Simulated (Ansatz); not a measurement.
Computed with Ansatz on PBE0-D4/def2-TZVP structures; ΔE is electronic, products minus reactants. CCSD(T)/CBS adds triple-zeta CCSD(T) − MP2 to the extrapolated MP2 energy (def2 sets, frozen cores). This one scheme is used for every species. Functionals use def2-TZVPP. For Br, Ga outer-core shells are correlated without core-valence functions, which leaves a few kJ/mol of doubt a bond. Scalar relativity is left out up to krypton. Each species was taken in one conformer, which may not be the lowest.

Consider the ligand exchange at a Ga–Br bond: `[Cl][GaH][Br]` + H₂S → `[SH][GaH][Cl]` + HBr.

| level | ΔE (kJ/mol) |
| --- | --- |
| ωB97M-V | 36.1 |
| HF/def2-QZVPP | 48.8 |

(1) What does CCSD(T)/CBS give? (Best estimate.)

(2) What do rigid-rotor, harmonic-oscillator terms from PBE0-D4/def2-TZVP frequencies (298.15 K, 1 bar) make of the CCSD(T)/CBS value? (Estimate.)

Largest T1 diagnostic among the species: 0.012.

Answers

(1) The calculation gave: +34.1 kJ/mol. The listed levels differ from it by 2.0, 14.7 kJ/mol.

(2) Ansatz gave: ΔZPE = -1.2 kJ/mol, ΔH = +32.7 kJ/mol, ΔS = -10 J/(mol·K), ΔG = +35.7 kJ/mol.

Leaving LDA and LC-ωPBE aside and taking each functional with its dispersion term where it has one, the values, not all of them listed here, spread over 10.3 kJ/mol, from revPBE-D4 to BHLYP-D4. LDA lies −4.1 kJ/mol from PBE without D4. From BLYP to BHLYP (50 % exact exchange), in def2-TZVPP and without D4, ΔE moves by +6.6 kJ/mol.
